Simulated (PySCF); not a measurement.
# HCoO + F₂ → CoOF + HF

Level: PBE0 in the def2-TZVP basis family, all electrons, no relativity, computed in PySCF with density fitting; open shells unrestricted.

| species | state and structure | E (Eh) | ZPE (kJ/mol) | H(298 K) − H(0) (kJ/mol) | S° (J/(mol K)) |
| --- | --- | --- | --- | --- | --- |
| HCoO | quintet, Cs, Co–H 1.595 Å, Co–O 1.628 Å; H–Co–O 156.7° | -1458.23761 | 17.0 | 11.5 | 259.9 |
| F₂ | singlet, D∞h, F–F 1.376 Å | -199.40856 | 6.6 | 8.7 | 201.9 |
| CoOF | quintet, C∞v, Co–F 1.755 Å, Co–O 1.616 Å; F–Co–O 180.0° | -1557.50325 | 10.9 | 12.7 | 273.3 |
| HF | singlet, C∞v, H–F 0.920 Å | -100.39188 | 24.9 | 8.7 | 173.6 |

Question: What is the electronic reaction energy?

Answer: At PBE0/def2-TZVP, ΔE = -653.6 kJ/mol from the differences of the total energies times 2625.5, downhill. 

Question: Add zero-point, thermal and entropy terms for 298.15 K and 1 bar.

Answer: ΔZPE = 12.2 and Δ[H(298) − H(0)] = 1.2 kJ/mol give ΔH° = -640.2 kJ/mol. ΔS° = -14.9 J/(mol K), so ΔG° = -640.2 − 298.15 × (-0.0149) = -636 kJ/mol.

Open d or f shells are single determinants, so the state found may not be the ground state. Each species is the lowest minimum found with this bonding; other isomers or fragments can lie lower.
